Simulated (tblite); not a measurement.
Species: CH3BF4Si.
Bonds: F1–B2, B2–Si3, Si3–C4, C4–F5, C4–F6, C4–F7. Hydrogens: H8 on B2; H9, H10 on Si3.

Computed with GFN2-xTB (tblite), gas phase: L-BFGS steps from a force-field or distance-geometry start until the largest atomic force falls under 0.01 eV/Å.

Geometry at step 0:
```
atom  x, y, z in Å
F1      2.3581   -0.6354    0.8489
B2      1.7175   -0.1851   -0.3832
Si3     0.0120    0.7036   -0.3087
C4     -1.2736   -0.4090    0.4534
F5     -0.8877   -0.7388    1.7567
F6     -1.3908   -1.5730   -0.2891
F7     -2.4925    0.2329    0.4923
H8      2.2588   -0.3739   -1.4074
H9     -0.4106    1.0493   -1.6776
H10     0.1176    1.9340    0.4922
```

Q: Give the atomic forces at this geometry.

A: 
```csv
atom,Fx (eV/Å),Fy (eV/Å),Fz (eV/Å)
F1,-1.422,1.106,-3.259
B2,1.935,-1.548,2.706
Si3,1.288,1.569,-0.800
C4,-1.052,-0.798,0.893
F5,-1.026,0.089,-1.599
F6,-0.311,1.031,1.166
F7,0.889,-1.235,0.276
H8,0.359,-0.153,0.403
H9,-0.318,-0.014,0.186
H10,-0.343,-0.048,0.028
```

The largest, 3.72 eV/Å, acts on F1 (B2 within 3 % of it); the rms over all components is 1.207 eV/Å. The forces sum to zero within rounding, as they must for an isolated molecule in no field.

Q: Give the force on F1 in Eh/bohr and in nN.

A: 3.724 eV/Å ÷ 51.422 = 0.07242 Eh/bohr, and 3.724 eV/Å × 1.602 = 5.97 nN.

Q: How far is this geometry from the end of the optimisation?

A: 0.777 eV above it, and 0.740 Å rms away after alignment. The bonds farthest from their final lengths, with half the difference of the two atoms' forces along the bond (positive lengthens):

```json
{"bond": "F1–B2", "now (Å)": "1.460", "final (Å)": "1.311", "force along bond (eV/Å)": "-3.66"}
{"bond": "Si3–C4", "now (Å)": "1.863", "final (Å)": "1.957", "force along bond (eV/Å)": "+1.86"}
{"bond": "B2–Si3", "now (Å)": "1.925", "final (Å)": "1.982", "force along bond (eV/Å)": "+0.94"}
{"bond": "C4–F5", "now (Å)": "1.399", "final (Å)": "1.352", "force along bond (eV/Å)": "-1.26"}
{"bond": "C4–F6", "now (Å)": "1.386", "final (Å)": "1.351", "force along bond (eV/Å)": "-0.87"}
{"bond": "C4–F7", "now (Å)": "1.378", "final (Å)": "1.345", "force along bond (eV/Å)": "-0.97"}
```

The angle farthest from its final value is B2–Si3–H10, 110.1° against 118.6°.

Of the 6 listed bonds off by 0.010 Å or more, this force points towards the final length in 6.

The cost below is that of the whole relaxation. Time: 1.0 s. Hardware: Arm Neoverse N1, one thread, no GPU, on a shared host.
